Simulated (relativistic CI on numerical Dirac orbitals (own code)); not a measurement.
# d8 in a ligand field

Computed with a parametric ligand-field model of a d^n configuration (Racah B and C, spin-orbit zeta, crystal field), exact diagonalisation.

Field parameters in Wybourne normalisation: Oh B⁴₀ = 21Dq, B⁴₄ = √(5/14) B⁴₀. The field is a parameter set, without covalency.

Problem. Ground term and bands for B = 920, C = 4680, ζ = 0 cm⁻¹, Oh, 10Dq = 13800 cm⁻¹?

Solution. Ground term 3A2 with 2.00 electrons in the two orbitals of the cubic e set. Spin-allowed: 3T2 13800 cm⁻¹ (725 nm), 3T1 21428 cm⁻¹ (467 nm), 3T1 33772 cm⁻¹ (296 nm). Lowest spin-forbidden: 1E 16368 cm⁻¹ (611 nm), 1A1 27131 cm⁻¹ (369 nm), 1T2 29860 cm⁻¹ (335 nm). With an A2 ground term the first spin-allowed band lies at |10Dq| itself.

Problem. Ground term and bands for B = 920, C = 4680, ζ = 0 cm⁻¹, Oh, 10Dq = 30360 cm⁻¹?

Solution. Ground term 3A2 with 2.00 electrons in the two orbitals of the cubic e set. Spin-allowed: 3T2 30360 cm⁻¹ (329 nm), 3T1 40097 cm⁻¹ (249 nm), 3T1 64783 cm⁻¹ (154 nm). Lowest spin-forbidden: 1E 16556 cm⁻¹ (604 nm), 1A1 29839 cm⁻¹ (335 nm), 1T2 46759 cm⁻¹ (214 nm). With an A2 ground term the first spin-allowed band lies at |10Dq| itself.

Problem. Ground term and bands for B = 920, C = 4680, ζ = 0 cm⁻¹, Oh, 10Dq = 35880 cm⁻¹?

Solution. Ground term 3A2 with 2.00 electrons in the two orbitals of the cubic e set. Spin-allowed: 3T2 35880 cm⁻¹ (279 nm), 3T1 45857 cm⁻¹ (218 nm), 3T1 75583 cm⁻¹ (132 nm). Lowest spin-forbidden: 1E 16581 cm⁻¹ (603 nm), 1A1 30307 cm⁻¹ (330 nm), 1T2 52326 cm⁻¹ (191 nm). With an A2 ground term the first spin-allowed band lies at |10Dq| itself.

Problem. Ground term and bands for B = 920, C = 4680, ζ = 0 cm⁻¹, Oh, 10Dq = 10120 cm⁻¹?

Solution. Ground term 3A2 with 2.00 electrons in the two orbitals of the cubic e set. Spin-allowed: 3T2 10120 cm⁻¹ (988 nm), 3T1 16484 cm⁻¹ (607 nm), 3T1 27676 cm⁻¹ (361 nm). Lowest spin-forbidden: 1E 16250 cm⁻¹ (615 nm), 1A1 25985 cm⁻¹ (385 nm), 1T2 25986 cm⁻¹ (385 nm). With an A2 ground term the first spin-allowed band lies at |10Dq| itself.

Problem. Ground term and bands for B = 920, C = 4680, ζ = 0 cm⁻¹, Oh, 10Dq = 4600 cm⁻¹?

Solution. Ground term 3A2 with 2.00 electrons in the two orbitals of the cubic e set. Spin-allowed: 3T2 4600 cm⁻¹ (2174 nm), 3T1 7981 cm⁻¹ (1253 nm), 3T1 19619 cm⁻¹ (510 nm). Lowest spin-forbidden: 1E 15800 cm⁻¹ (633 nm), 1T2 19864 cm⁻¹ (503 nm), 1A1 23500 cm⁻¹ (426 nm). With an A2 ground term the first spin-allowed band lies at |10Dq| itself.
